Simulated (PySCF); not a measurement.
C3H8Si, SMILES C(=C)C[SiH3] (GFN2-xTB optimised geometry):

```
12

C      1.197    -0.575     0.000
C     -0.124    -0.575     0.000
C     -0.972     0.646     0.000
Si    -1.750     0.940    -1.720
H      1.761     0.343     0.026
H      1.770    -1.486    -0.021
H     -0.664    -1.514    -0.029
H     -0.375     1.514     0.284
H     -1.770     0.538     0.737
H     -2.594     2.136    -1.649
H     -2.569    -0.217    -2.089
H     -0.685     1.129    -2.704
```

Calculation: CAM-B3LYP/def2-TZVP (PySCF 2.14.0).

What are the frontier orbital energies and the dipole moment?

HOMO-2 -11.00 eV, HOMO-1 -10.91 eV, HOMO -8.45 eV, LUMO 1.30 eV, LUMO+1 1.60 eV; dipole moment 0.42 D.

Meta-Löwdin charges at CAM-B3LYP/def2-TZVP: C1 -0.28, C2 -0.09, C3 -0.43, Si4 0.53, H5 0.11, H6 0.12, H7 0.11, H8 0.12, H9 0.12, H10 -0.11, H11 -0.11, H12 -0.10.
